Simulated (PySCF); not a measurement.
Hf(Cl)3(NH2) (Cl3H2HfN), SMILES [Hf]([Cl])([Cl])([NH2])[Cl], multiplicity 1. Atoms are numbered in the order given.

```xyz
7

Hf     0.0154     0.0609    -0.1072
Cl    -0.1889     1.4463     1.7978
Cl     1.9643    -1.2540     0.0662
Cl    -1.9846    -1.1409    -0.4431
N      0.2566     1.2240    -1.7230
H      1.1494     1.5681    -2.0784
H     -0.4956     1.6067    -2.2971
```
Charge 0, spin multiplicity 1.

The structure is a stationary point at B3LYP-D3(BJ)/def2-SVP. The spin state was assumed, not searched. The structure was generated by enumeration; whether it is a known compound was not checked. The def2 effective core potentials stand for the cores of Hf; spin–orbit coupling is left out. Other conformers were not sampled.

Computed with r2SCAN/def2-TZVP (PySCF).

ESP charges are fitted to the potential on shells at 1.4 to 2.0 van der Waals radii. Atomic charges (e):

```json
[
 {"atom": "Hf1", "ESP fit": "0.87", "Mulliken": "1.30"},
 {"atom": "Cl2", "ESP fit": "-0.25", "Mulliken": "-0.36"},
 {"atom": "Cl3", "ESP fit": "-0.22", "Mulliken": "-0.35"},
 {"atom": "Cl4", "ESP fit": "-0.22", "Mulliken": "-0.35"},
 {"atom": "N5", "ESP fit": "-0.95", "Mulliken": "-0.75"},
 {"atom": "H6", "ESP fit": "0.39", "Mulliken": "0.26"},
 {"atom": "H7", "ESP fit": "0.39", "Mulliken": "0.26"}
]
```
